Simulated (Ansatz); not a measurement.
Saddle search on Si2H8Cl2O2, singlet by partitioned rational-function steps on PBE0-D4/def2-TZVP gradients (Ansatz 0.2.0), from this start:

```
14
angstrom
Si -0.1397 1.2582 -0.0077
Si 0.0264 -0.9302 -1.4732
Cl -1.2027 1.7832 -1.7996
Cl -1.7227 1.1609 1.4092
H 0.3988 2.6426 0.1432
H 0.5848 -0.8180 1.5909
O 1.2164 0.5493 0.8493
H -0.3551 -0.9434 0.3185
O -0.2155 -1.4083 1.4723
H -1.1957 -1.2263 -2.2689
H 0.7083 -2.2221 -1.1118
H 1.0331 -0.1685 -2.2712
H 1.7874 1.2344 1.2209
H -0.9235 -0.9117 1.9281
```

```tsv
step	energy less the last (meV)	largest force (eV/Å)	curvature followed (eV/Å²)
1	28.0	0.375	-8.08
2	18.1	0.466	-7.78
3	17.5	0.087	-7.60
4	18.2	0.246	-7.63
5	14.8	0.151	-8.09
6	13.6	0.114	-8.16
7	11.5	0.142	-8.24
8	8.4	0.104	-8.22
9	6.0	0.121	-8.19
10	4.7	0.145	-8.31
11	3.3	0.131	-8.31
12	2.2	0.084	-8.35
13	1.7	0.125	-8.54
14	1.5	0.085	-8.57
15	1.1	0.130	-8.74
16	1.0	0.058	-8.82
17	0.7	0.059	-8.93
18	0.8	0.091	-8.93
19	0.3	0.046	-8.95
20	0.4	0.064	-8.96
21	0.2	0.036	-9.03
22	0.3	0.056	-9.07
23	0.1	0.022	-9.09
24	0.1	0.024	-9.10
25	0.1	0.021	-9.10
26	0.0	0.020	-9.10
27	0.0	0.014	-9.11
```

The search ended at:

| atom | x (Å) | y (Å) | z (Å) |
| --- | --- | --- | --- |
| Si1 | -0.1180 | 1.1930 | -0.0248 |
| Si2 | 0.0949 | -0.8676 | -1.4894 |
| Cl3 | -1.5214 | 1.6248 | -1.6282 |
| Cl4 | -1.5153 | 1.4061 | 1.5419 |
| H5 | 0.6123 | 2.4580 | -0.2648 |
| H6 | 0.4696 | -0.8237 | 1.6205 |
| O7 | 1.1795 | 0.4920 | 0.9232 |
| H8 | -0.4135 | -0.9246 | 0.3072 |
| O9 | -0.3204 | -1.4219 | 1.4404 |
| H10 | -1.0844 | -1.2764 | -2.2807 |
| H11 | 0.9234 | -2.0578 | -1.1306 |
| H12 | 0.9922 | 0.0454 | -2.2492 |
| H13 | 1.7547 | 1.1575 | 1.3113 |
| H14 | -1.0536 | -1.0046 | 1.9231 |
